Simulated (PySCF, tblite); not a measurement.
Species: C6H9BN2.
SMILES: `C#C[B@H-](C#N)[NH2+]CC=C`

Jobs on this species (18 atoms, 64 electrons) with PySCF (density fitting) and tblite. Hardware of each: one thread, Arm Neoverse V1 (aarch64), on a shared host. Other jobs ran on the host; a repeat could differ by tens of per cent or more.

Question: Rank these jobs by wall time, shortest first.
A. GFN2-xTB; Hessian by finite differences
B. GFN2-xTB; L-BFGS relaxation
C. PBE0/pcSseg-1; shieldings, charges and field gradients, density and orbital grids written; 198 basis functions

Answer: A (0.66 s), B (1.1 s), C (49 s).

All jobs:

```json
{"level and settings": "GFN2-xTB", "work": "Hessian by finite differences", "basis functions": "–", "SCF cycles": "–", "wall time": "0.66 s"}
{"level and settings": "GFN2-xTB", "work": "L-BFGS relaxation", "basis functions": "–", "SCF cycles": "–", "wall time": "1.1 s"}
{"level and settings": "PBE0/pcSseg-1", "work": "shieldings, charges and field gradients, density and orbital grids written", "basis functions": "198", "SCF cycles": "16", "wall time": "49 s"}
```

Question: What do all jobs in the table cost together?

Answer: About 51 s; the longest takes about 97 % of that, and about 74 times as long as the shortest.
